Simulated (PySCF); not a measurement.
**Shapes and spin states of [FeS2]-**

All numbers come from PBE0/[Fe def2-SVPD, S def2-SVPD], no relativity, density fitting, PySCF.

Relaxations began from a few typed shapes and spin states; open shells are unrestricted. The search is not exhaustive: other isomers or separated fragments can lie lower, and high-lying points may rest on an excited occupation.

Question: Which is the lowest minimum found?
A. sextet D∞h: Fe–S 2.115 Å (×2); S–Fe–S 180.0°
B. sextet C2v: Fe–S 2.306 Å (×2), S–S 2.167 Å; Fe–S–S 62.0° (×2), S–Fe–S 56.1°
C. broken-symmetry Ms = 3/2 (⟨S²⟩ 4.77) C2v: Fe–S 2.293 Å (×2), S–S 2.176 Å; Fe–S–S 61.7° (×2), S–Fe–S 56.7°
D. quartet (⟨S²⟩ 4.42) D∞h: Fe–S 2.144 Å (×2); S–Fe–S 180.0°
E. broken-symmetry Ms = 1/2 (⟨S²⟩ 2.59) Cs: Fe–S 2.169 Å, S–S 2.036 Å; Fe–S–S 108.4°
F. broken-symmetry Ms = 1/2 (⟨S²⟩ 2.17) D∞h: Fe–S 2.086 Å (×2); S–Fe–S 180.0°

Answer: A. The others lie at 35.0 (quartet D∞h), 116.6 (sextet C2v), 121.5 (broken-symmetry Ms = 1/2 D∞h), 166.4 (broken-symmetry Ms = 3/2 C2v), 301.3 (broken-symmetry Ms = 1/2 Cs) kJ/mol above it.

Formally Fe is in oxidation state +3, d5, with 5 unpaired electrons (the high-spin count). The Mulliken spin on Fe is 4.15. The polar-tensor charge on Fe, 1.05, is far below the formal one.

For the lowest minimum: open d and f shells are described by one determinant, and the ground state may have another occupation or spin. The lowest empty level of this anion is unbound, so it and the gap depend on the basis.

The electron or spin density has lower symmetry than the nuclear frame for the quartet (⟨S²⟩ 4.42) D∞h at 35.0 kJ/mol, broken-symmetry Ms = 1/2 (⟨S²⟩ 2.17) D∞h at 121.5 kJ/mol.
